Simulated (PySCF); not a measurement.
J couplings in 1-ethylindane

Geometry (Å), atoms numbered from 1 in this order:
```xyz
25

C     3.192    0.690    0.458
C     1.724    0.994    0.207
C     0.799   -0.182    0.496
C     1.042   -1.428   -0.377
C    -0.304   -2.163   -0.428
C    -1.301   -1.048   -0.263
C    -2.666   -1.036   -0.538
C    -3.400    0.124   -0.283
C    -2.775    1.254    0.247
C    -1.407    1.239    0.527
C    -0.672    0.085    0.268
H     3.360    0.371    1.500
H     3.823    1.573    0.276
H     3.558   -0.117   -0.196
H     1.419    1.854    0.827
H     1.575    1.309   -0.842
H     0.930   -0.464    1.561
H     1.866   -2.060   -0.012
H     1.311   -1.092   -1.394
H    -0.447   -2.743   -1.354
H    -0.397   -2.877    0.411
H    -3.157   -1.919   -0.955
H    -4.471    0.149   -0.503
H    -3.359    2.157    0.439
H    -0.924    2.129    0.940
```

Indirect spin–spin couplings were computed at B3LYP/pcJ-1 (without the spin–dipole term) (PySCF 2.14) on a PBE0-D3(BJ)/def2-SVP structure, for the isolated molecule, without vibrational or relativistic corrections. Couplings are averaged over pairs made equivalent by symmetry, fast rotation or ring inversion, so a value needn't be that of the named pair in this geometry, while other rotamers aren't included; one pair stands for each set, and the list holds a selection of those of at least 0.8 Hz over up to four bonds, among pairs with at least one H atom (others weren't computed).

Isotopes: $^{13}$C, $^{1}$H.

```
    pair  bonds  J (Hz)
 C1, H12      1   131.6
 C2, H15      1   130.3
 C2, H16      1       ?
 C3, H17      1   129.0
 C4, H18      1       ?
 C4, H19      1       ?
 C5, H20      1       ?
 C5, H21      1   132.2
 C7, H22      1       ?
 C8, H23      1   165.4
 C9, H24      1   165.5
C10, H25      1   163.3
 C8, H24      2     2.0
 C9, H25      2     1.4
C10, H24      2     1.8
H18, H19      2   -13.3
 C1, H17      3       ?
 C2, H19      3     6.1
 C3, H25      3       ?
 C4, H16      3     3.3
 C6, H18      3     8.2
 C6, H25      3       ?
 C7, H20      3     2.8
 C8, H25      3     7.7
C11, H15      3     1.8
H17, H21      4     1.7
```

Estimate the withheld couplings, with signs.

Answers


- $^{1}J$(C2,H16) = 131.6 Hz (bond length 1.104 Å, sp3 carbon)
- $^{1}J$(C4,H18) = 138.2 Hz (bond length 1.100 Å, sp3 carbon)
- $^{1}J$(C4,H19) = 130.9 Hz (bond length 1.104 Å, sp3 carbon)
- $^{1}J$(C5,H20) = 138.9 Hz (bond length 1.101 Å, sp3 carbon)
- $^{1}J$(C7,H22) = 163.7 Hz (bond length 1.093 Å, sp2 carbon)
- $^{3}J$(C1,H17) = 3.1 Hz (dihedral angle 59°)
- $^{3}J$(C3,H25) = 2.6 Hz (dihedral angle 1°)
- $^{3}J$(C6,H25) = 6.9 Hz (dihedral angle 180°)
